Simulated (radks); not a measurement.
The numbers below are computed, except where a source is named.
The oxygen anion O2-, [Ne], held by a Watson sphere: a shell of charge +1.43 at radius R that stands for the Madelung well of a crystal (potential energy -1.43/R inside, -1.43/r outside, in hartree with lengths in bohr). Code: a radial shooting solver on a logarithmic mesh with Libxc functionals. Model: non-relativistic Kohn-Sham, PBE, spin-unpolarised, spherical densities, point nucleus. Response by self-consistent Sternheimer equations with the Hartree and adiabatic LDA kernel. The sphere does not respond.

R (bohr)  e(1s) (eV)  e(2s) (eV)  e(2p) (eV)  <r> 2p (bohr)  sum of <r^2> (bohr^2)  X-ray form factor at sin(theta)/lambda = 0.1 1/angstrom  alpha (bohr^3)
1.81         -502.92     -16.770      -2.438          1.530                  23.27                                                    8.566           22.60
1.97         -503.14     -16.385      -2.172          1.568                  24.48                                                    8.512           26.51
2.87         -503.53     -14.924      -0.976          1.763                  31.88                                                    8.245           67.04
2.92         -503.53     -14.872      -0.925          1.774                  32.33                                                    8.232           70.67
3.15         -503.53     -14.660      -0.715          1.821                  34.50                                                    8.175           90.20
3.68         -503.49     -14.322      -0.343          1.928                  40.13                                                    8.057           160.5

Estimate the row for R = 2.58 bohr.

Answer. e(1s) (eV) -503.51; e(2s) (eV) -15.279; e(2p) (eV) -1.300; <r> 2p (bohr) 1.703; sum of <r^2> (bohr^2) 29.36; X-ray form factor at sin(theta)/lambda = 0.1 1/angstrom 8.324; alpha (bohr^3) 49.50.
